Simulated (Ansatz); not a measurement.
`F[SiH](Cl)Cl` + `[SH][GeH3]` → `F[SiH](Cl)[S][GeH3]` + HCl at 700 K and 1 bar (ligand exchange at the Si–Cl bond).

Calculated with Ansatz (gas phase, PBE0-D4/def2-TZVP geometries, no zero-point term in ΔE). CCSD(T)/CBS adds triple-zeta CCSD(T) − MP2 to the extrapolated MP2 energy (def2 sets, frozen cores). This one scheme is used for every species. For Ge outer-core shells are correlated without core-valence functions, which leaves a few kJ/mol of doubt a bond. Scalar relativity is left out up to krypton. Each species was taken in one conformer, which may not be the lowest.

```csv
species,CCSD(T)/CBS energy (Eh),H − E (kJ/mol),S (J/(mol·K))
`F[SiH](Cl)Cl`,-1309.19911,90.0,382.9
`[SH][GeH3]`,-2476.30083,133.1,357.0
`F[SiH](Cl)[S][GeH3]`,-3325.10853,187.9,514.3
HCl,-460.38127,38.4,211.8
```

H − E and S are ideal-gas, rigid-rotor, harmonic terms from PBE0-D4/def2-TZVP, for one conformer and one mirror image of each species. 1 Eh = 2625.50 kJ/mol, R = 8.31446 J/(mol·K).

Problem. By hand: ΔE, ΔH, ΔS and ΔG.

Solution. ΔE = (-3325.10853) + (-460.38127) − (-1309.19911) − (-2476.30083) = 0.01014 Eh = 26.6 kJ/mol. Δ(H − E) = 187.9 + 38.4 − 90.0 − 133.1 = 3.2, so ΔH = 29.8 kJ/mol. ΔS = 514.3 + 211.8 − 382.9 − 357.0 = -13.8 J/(mol·K). ΔG = 29.8 − 700 × (-13.8)/1000 = 39.5 kJ/mol.

Problem. By hand: the equilibrium constant, and the temperature at which ΔG would vanish if ΔH and ΔS stayed fixed.

Solution. log₁₀ K = −ΔG/(RT ln 10) = -2.9. ΔH and −TΔS have one sign here, so there is no such temperature.

The number of gas molecules stays the same, so ΔS is small and ΔH decides. A doubt of 5 kJ/mol in ΔE shifts log₁₀ K by 0.4 here. Other conformers and mirror images would add mixing entropy, several J/(mol·K) or more a flexible species. Modes under 60 cm⁻¹, often nearly free rotors, make the harmonic entropy too high. These are equilibria of isolated gas molecules and say nothing of rates. Largest T1 diagnostic: 0.011 (customary marks: 0.02 for closed shells, 0.045 for open ones).
